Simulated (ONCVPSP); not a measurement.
Plane-wave convergence, ONCV potential for Sr

ONCVPSP 4.0.1 input, shortened (lines: element, Z, core and valence counts, functional; n l f; lmax; l rc ep ncon nbas qcut; lloc lpopt rc5 dvloc0; l nproj debl; icmod fcfact rcfact), LDA (Perdew-Wang 92), scalar-relativistic:

```
  Sr 38.00    6    3  -001012      upf
    1    0    2.00
    2    0    2.00
    2    1    6.00
    3    0    2.00
    3    1    6.00
    3    2   10.00
    4    0    2.00
    4    1    6.00
    5    0    1.50
    2
    0    2.40    0.00    5    8    5.50
    1    1.70    0.00    3    6    5.70
    2    2.50    0.28    3    8    4.50
    4    5    1.50    0.00
    0    3    1.20
    1    1    2.20
    2    1    1.70
    1    0.40    0.00
```

In the d channel the program set the typed energies aside and used 0.050 Ha.

Question: For each optimised wave give the share of its norm inside rc, the residual kinetic energy above qcut (Ha) and the cutoffs (Ha) for errors of 10, 1, 0.1 and 0.01 mHa per electron.

Answer:

| wave | norm inside rc | residual KE | 10 mHa | 1 mHa | 0.1 mHa | 0.01 mHa |
| --- | --- | --- | --- | --- | --- | --- |
| 4s | 0.970 | 6.5e-06 | 7.1 | 10.5 | 12.8 | 14.8 |
| 5s | 0.091 | 5.1e-06 | 2.8 | 9.2 | 12.2 | 14.5 |
| s projector 3 | 0.215 | 4.6e-05 | 8.1 | 11.9 | 14.3 | 20.5 |
| 4p | 0.646 | 9.5e-05 | 5.5 | 10.3 | 16.6 | 44.5 |
| d projector 1 | 0.143 | 2.2e-05 | 5.0 | 7.3 | 9.0 | 14.4 |

The occupied waves need 10 Ha and 17 Ha for 1 and 0.1 mHa.
